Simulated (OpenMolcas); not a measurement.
Ir6+ among 6 point charges of -1 e arranged as a trigonal prism (D3h), with a polar angle of 48.1° against the regular 49.1°.

| Quantity | Value |
| --- | --- |
| Program | OpenMolcas 26.06 |
| Method | SS-CASPT2, IPEA 0.25 Eh, imaginary shift 0.1 Eh (closed shells correlated: 4f 5s 5p) |
| Basis | ANO-RCC-VDZP [7s6p4d2f] |
| Scalar Hamiltonian | DKH2, point nucleus |
| Active space | 3 electrons in 5 orbitals (5d) |
| State averaging | 2S+1 = 4 even, 10 roots; 2S+1 = 2 even, 40 roots |
| Spin-orbit coupling | RASSI with atomic mean-field integrals over the reference wave functions |

All point charges move together. At R = 1.77 Å the first state of the same spin is 3820 cm-1, and at R = 1.86 Å it is 2940 cm-1.

**Question.** A third run gives 4840 cm-1. What distance was it run at?

**Answer.** With a power law R^-n the two known points give n = -ln(2940 / 3820) / ln(1.86 / 1.77) = 5.28. Then R = 1.77 × (3820 / 4840)^(1/5.28) = 1.692 Å. The run was at 1.69 Å, so the estimate is off by +0.002 Å.

Roots that are degenerate in the reference are averaged as groups; the widest CASPT2 spread within a group is 130 cm-1 (the 2-fold group of multiplicity 4 near 11800 cm-1 above the lowest state of its run, R = 1.69). Shifts and gaps below about the spread of the groups concerned are not significant. Free-ion shares, where given, are those of the reference states; single-state CASPT2 does not remix them. Spin-orbit coupling mixes the spin-free states strongly: the lowest level takes only 40 % from its leading state, 4A2 (figures for R = 1.69; the like holds for R = 1.77, R = 1.86). This is an electrostatic model: the charges have no orbitals. No measured value stands beside these numbers.
